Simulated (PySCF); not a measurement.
SnFI, SMILES [F][Sn][I] (connectivity only; charge and spin as stated), neutral, multiplicity 1.

Coordinates come from a B3LYP-D3(BJ)/def2-TZVP optimisation. The def2 effective core potentials stand for the cores of I, Sn; spin–orbit coupling is left out.

Calculation: TDA-M06-2X/def2-SVPD in PySCF.

Vertical excitations. Gas-phase values at a fixed geometry. State labels are in the subgroup Cs.

Computed lowest excited states:
```csv
state,symmetry,energy (eV),λ (nm),f,main pairs
S1,A",3.64,341,0.026,HOMO→LUMO 90 %
S2,A",3.87,321,0.009,HOMO−2→LUMO 90 %
S3,A',4.37,284,0.019,HOMO−1→LUMO 90 %
S4,A',5.47,227,0.030,"HOMO→LUMO+1 69 %, HOMO−2→LUMO+1 22 %"
S5,A",5.63,220,0.006,HOMO−1→LUMO+1 91 %
S6,A',5.91,210,0.069,"HOMO→LUMO+2 80 %, HOMO−2→LUMO+2 12 %"
S7,A',6.10,203,0.268,"HOMO−2→LUMO+2 49 %, HOMO−2→LUMO+1 42 %"
S8,A",6.25,198,0.000,HOMO−1→LUMO+2 93 %
S9,A",6.70,185,0.056,HOMO−3→LUMO 90 %
S10,A',6.90,180,0.977,"HOMO→LUMO+3 26 %, HOMO−2→LUMO+2 21 %, HOMO−2→LUMO+1 14 %, HOMO→LUMO+1 14 %"
T1,A",2.42,513,0,"HOMO→LUMO 47 %, HOMO−2→LUMO 45 %"
T2,A",3.72,333,0,"HOMO−2→LUMO 50 %, HOMO→LUMO 49 %"
T3,A',3.74,332,0,HOMO−1→LUMO 97 %
T4,A',4.37,283,0,"HOMO→LUMO+1 46 %, HOMO−2→LUMO+1 35 %"
```
Triplets are in the Tamm–Dancoff approximation.
